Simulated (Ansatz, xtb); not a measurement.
Isomers of C3H11BSe in order of energy

6 gas-phase structures of C3H11BSe, from a drawn sample of its isomers (lower ones may exist). Each was relaxed with GFN2-xTB; where two conformers were screened, the lower at r2SCAN-D4/def2-SVP is listed:

A. `[BH3-][SeH+]CCC`, a singlet
B. `[BH3-][SeH+]C(C)C`, a singlet
C. `CC(C)[BH2-][SeH2+]`, a singlet
D. `C[BH2-][Se+](C)C`, a singlet
E. `CCC[BH2-][SeH2+]`, a singlet
F. `[BH3-][Se@@+](C)CC`, a singlet

Task: Make a reasoned guess at their ranking by r2SCAN-D4/def2-SVP single-point energy.

Result: Calculated order at r2SCAN-D4/def2-SVP: D (0.0), F (4.6), B (6.4), E (6.4), C (7.5), A (8.1) kcal/mol. Less than 1 kcal/mol parts B and E; C and A, so the order within those pairs means little.

Energies above the lowest of each column, in kcal/mol; the last columns are at PBE0-D4/def2-SVP geometries and were run for some of them only (a dash: not run or not comparable):

```json
{"structure": "D", "GFN2-xTB": "7.1", "HF/STO-3G": "0.0", "r2SCAN-D4/def2-SVP": "0.0", "PBE0-D4/def2-SVP": "0.0", "CCSD(T)/def2-SVP + ΔMP2/def2-TZVPP": "0.0"}
{"structure": "F", "GFN2-xTB": "0.8", "HF/STO-3G": "5.4", "r2SCAN-D4/def2-SVP": "4.6", "PBE0-D4/def2-SVP": "4.6", "CCSD(T)/def2-SVP + ΔMP2/def2-TZVPP": "4.9"}
{"structure": "B", "GFN2-xTB": "0.0", "HF/STO-3G": "13.4", "r2SCAN-D4/def2-SVP": "6.4", "PBE0-D4/def2-SVP": "–", "CCSD(T)/def2-SVP + ΔMP2/def2-TZVPP": "–"}
{"structure": "E", "GFN2-xTB": "7.6", "HF/STO-3G": "15.1", "r2SCAN-D4/def2-SVP": "6.4", "PBE0-D4/def2-SVP": "–", "CCSD(T)/def2-SVP + ΔMP2/def2-TZVPP": "–"}
{"structure": "C", "GFN2-xTB": "7.3", "HF/STO-3G": "16.3", "r2SCAN-D4/def2-SVP": "7.5", "PBE0-D4/def2-SVP": "–", "CCSD(T)/def2-SVP + ΔMP2/def2-TZVPP": "–"}
{"structure": "A", "GFN2-xTB": "0.2", "HF/STO-3G": "13.5", "r2SCAN-D4/def2-SVP": "8.1", "PBE0-D4/def2-SVP": "–", "CCSD(T)/def2-SVP + ΔMP2/def2-TZVPP": "–"}
```

CCSD(T)/def2-SVP + ΔMP2/def2-TZVPP puts D lowest of those it was run on; GFN2-xTB picks B. Some further structures that were screened fall inside this span and aren't listed. Flexible structures stand in one conformer each, not always the lowest. Frequencies (GFN2-xTB) were run for D, F alone. ΔMP2 is the change of the MP2 energy from the smaller to the larger basis.

Over these structures GFN2-xTB departs from r2SCAN-D4/def2-SVP by 4.4 kcal/mol on average once a common shift is removed. A GFN2-xTB relaxation took about 0.088 s and the r2SCAN-D4/def2-SVP energy about 3.1 s on a shared host (Ansatz 0.2.0, xtb 6.7.1).
